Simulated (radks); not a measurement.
Spherical quantum dot in the effective-mass picture: electrons in a parabolic well V = omega^2 r^2 / 2 with omega = 0.942, all in effective atomic units (hartree* = m*/eps^2 hartree, bohr* = eps/m* bohr), one dielectric constant everywhere. Method: non-relativistic Kohn-Sham, LDA (Slater exchange, Perdew-Wang correlation), spin-polarised, spherical densities; computed with a radial shooting solver with Libxc functionals. Levels are named by radial order and angular momentum (1s, 1p, 1d, 2s, ...), and open shells are averaged over m. Results are scaled to m* = 0.076 and eps = 4.9, for which hartree* = 86.13 meV and bohr* = 3.412 nm.

N = 13, configuration 1s2 1p6 1d(up 5, down 0). This is the lowest configuration that the search found. Occupied and some empty levels:

| level | occupation | eigenvalue (meV) | <r> (nm) |
|---|---|---|---|
| 1s up | 1 | 631.90 | 5.480 |
| 1s down | 1 | 637.89 | 5.360 |
| 1p up | 3 | 674.98 | 6.844 |
| 1p down | 3 | 682.80 | 6.803 |
| 1d up | 5 | 723.90 | 7.825 |
| 1d down | 0 | 732.24 | 7.835 |
| 2s up | 0 | 735.03 | 6.841 |
| 2s down | 0 | 740.40 | 6.914 |
| 1f up | 0 | 777.65 | 8.621 |
| 1f down | 0 | 785.83 | 8.661 |
| 2p up | 0 | 793.38 | 7.781 |
| 2p down | 0 | 798.76 | 7.815 |

Energy (meV): total 5922.22, kinetic 917.76, external 2291.2, Hartree 3187.2, exchange-correlation -473.93.
